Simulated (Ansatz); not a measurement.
Basis-set extrapolation for C$_{2}$H$_{3}$F$_{3}$Si (`C=C[Si](F)(F)F`) (PBE0-D4/def2-TZVP geometry, frozen core, Ansatz). Multiplicity 1, RHF reference.

```
                      def2-TZVPP   def2-QZVPP
                 HF  -665.122336  -665.150079
    MP2 correlation    -1.174043    -1.277542
CCSD(T) correlation    -1.235612      not run
```

Energies in hartree. Use E(X) = E(∞) + A·exp(−7.88·√X) for Hartree–Fock and E(X) = E(∞) + B·X^(−2.97) for correlation, with X = 3 and 4, and add CCSD(T) minus MP2 of the smaller set to the MP2 limit.

Problem. What is the CCSD(T) energy at the basis-set limit?

Solution. HF limit: -665.150079 + (-0.027743) × 0.13774 = -665.15390. MP2 limit: -1.277542 + (-0.103499) × 0.74074 = -1.35421. Higher-order term: -1.235612 − (-1.174043) = -0.06157. Total: -666.56968 hartree, 5.76 eV below CCSD(T)/def2-TZVPP.
